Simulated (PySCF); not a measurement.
C2H2Cl2Si. Atoms are numbered in the order given.

```xyz
7

Si    -0.0130     0.5397     0.0000
Cl    -0.9305    -0.2237     1.6898
Cl    -0.9305    -0.2237    -1.6898
C      1.7407     0.0405     0.0000
C      2.9273    -0.2766     0.0000
H     -0.1597     2.0235     0.0000
H      3.9728    -0.5590     0.0000
```

Geometry optimised at PBE-D3(BJ)/def2-SVP.

Computed with PBE-D3(BJ)/def2-SVP (PySCF).

Frequencies are harmonic and unscaled.

```tsv
mode	ν (cm⁻¹)	IR (km/mol)	moving atoms (share of kinetic energy)
1	104	0.6	C 41 %, Cl 40 %, H 12 %
2	139	2.9	C 41 %, Cl 27 %, Si 19 %, H 12 %
3	177	1.0	Cl 67 %, Si 17 %, C 13 %
4	320	12.8	C 79 %, Cl 12 %, H 8 %
5	331	22.7	C 62 %, Cl 19 %, Si 13 %
6	499	42.6	Cl 46 %, Si 42 %, C 10 %
7	585	118.7	Si 57 %, Cl 36 %
8	657	76.3	Si 43 %, C 42 %, H 12 %
9	709	25.1	H 76 %, C 24 %
10	710	27.0	H 76 %, C 24 %
11	784	189.5	H 83 %, Si 13 %
12	785	151.5	H 90 %, Si 9 %
13	2091	61.0	C 90 %, H 9 %
14	2226	72.2	H 97 %
15	3388	53.2	H 86 %, C 14 %
```
